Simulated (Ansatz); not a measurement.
Total energies of C₂H₈ClInO, SMILES `[CH3][In-]([CH3])([OH2+])[Cl]`.

Z-matrix (Å, degrees):
```
C
In 1 2.135
H 1 1.090 2 111.6
H 1 1.091 2 108.9 3 120.2
H 1 1.090 2 109.0 3 -121.0
C 2 2.140 1 139.6 3 -24.8
O 2 2.415 1 100.8 3 -142.5
Cl 2 2.436 1 109.4 3 136.3
H 6 1.091 2 111.2 1 -52.0
H 6 1.090 2 109.2 1 -173.1
H 6 1.091 2 110.1 1 68.0
H 7 0.962 2 116.2 1 145.7
H 7 0.974 2 90.7 1 -105.8
```

Charge 0, multiplicity 1. Correlated methods include outer-core shells of In, which these sets cover unevenly. In: def2 effective core potential. Geometry: relaxed with PBE0-D4/def2-TZVP. It is one conformer, not always the lowest. Basis def2-TZVPP, Ansatz.

RPA on PBE orbitals: Hartree–Fock energy of these orbitals -804.05161 Eh, correlation -1.74735 Eh (frozen core).

```tsv
functional	energy without D4 (Eh)	D4 term (kJ/mol)
LDA (SPW92)	-803.61007	–
PBE	-806.35219	-25.3
revPBE	-806.65323	-65.8
BLYP	-806.62250	-52.9
r2SCAN	-806.69515	-6.6
B97M-V	-806.60277	–
PBE0	-806.40699	-21.8
B3LYP	-806.83260	-40.5
r2SCANh	-806.67265	-7.1
r2SCAN0	-806.64035	-7.8
HSE06 (plane-wave form)	-806.38897	-20.7
BHLYP	-806.56795	-34.6
CAM-B3LYP	-806.66063	-22.6
LC-ωPBE	-806.56094	–
ωB97X-V	-806.60489	–
ωB97M-V	-806.58726	–
B2PLYP	-806.26884	–
PBE-QIDH	-806.10485	–
```

B3LYP takes the VWN-RPA correlation (the form of Gaussian; ORCA's B3LYP/G). HSE06 is the plane-wave form, built on full-range PBE exchange. The double hybrids freeze the cores in their second-order part.

LC-ωPBE has ω = 0.4 bohr⁻¹.
